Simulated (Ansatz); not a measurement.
Computed with Ansatz on PBE0-D4/def2-TZVP structures; ΔE is electronic, products minus reactants. CCSD(T)/CBS is the MP2 limit (def2-TZVPP, def2-QZVPP) plus CCSD(T) − MP2 in def2-TZVPP, frozen cores. This one scheme is used for every species. DFT in def2-TZVPP. For Ga outer-core shells are correlated without core-valence functions, which leaves a few kJ/mol of doubt a bond. Scalar relativity is left out up to krypton. Each species was taken in one conformer, which may not be the lowest.

Reaction (silylene formation by 1,1-elimination): `O[SiH2][GaH][SiH3]` → `[SiH3][GaH2]` + `O[SiH]`

```json
{"level": "PBE-D4", "ΔE (kJ/mol)": "198.6"}
{"level": "PBE0-D4", "ΔE (kJ/mol)": "208.1"}
{"level": "B2PLYP", "ΔE (kJ/mol)": "183.8"}
{"level": "r2SCAN", "ΔE (kJ/mol)": "207.8"}
```

What does CCSD(T)/CBS give? (Best estimate.)

Computed: +194.4 kJ/mol. The listed levels differ from it by 4.2, 13.7, -10.6, 13.4 kJ/mol.

Largest T1 diagnostic among the species: 0.016.

In def2-TZVPP, CCSD(T) changes the Hartree–Fock value by +12.1 kJ/mol (the triples alone add +2.4 kJ/mol) and MP2 by +24.6 kJ/mol. The D4 term adds +13.7 kJ/mol with B3LYP and +7.7 kJ/mol with PBE0; it sums over pairs of atoms, weighted by their polarisabilities, and B3LYP, whose exchange is more repulsive, gets the larger term.

B3LYP here is the variant with VWN-RPA as its local correlation; programs differ in this.
